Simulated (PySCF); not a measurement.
BiCl2, charge +1, singlet, geometry from GFN2-xTB (such geometries of metal compounds can be far from the true shape) (core potentials on Bi).

PySCF was given this input:
```python
from pyscf import gto, scf, dft

mol = gto.M(
    atom='''
Bi    0.310976   -0.028722    0.362210
Cl    0.558682    0.400373   -1.989456
Cl   -2.076977   -0.260142    0.221021
''',
    basis='def2-svp',
    ecp={'Bi': 'def2-svp'},
    charge=1,
    spin=0,
    verbose=4,
)

mf = dft.RKS(mol)
mf.xc = 'scan'
mf.kernel()
```

What does this run give for the nuclear repulsion energy, HOMO energy, total energy, HOMO-LUMO gap, Mulliken (on the basis functions themselves) charges in atom order?


nuclear repulsion energy: 215.8481 Eh
HOMO energy: -13.45 eV
total energy: -1134.653993 Ha
HOMO-LUMO gap: 2.42 eV
Mulliken (on the basis functions themselves) charges in atom order: Bi1 1.16, Cl2 -0.08, Cl3 -0.08
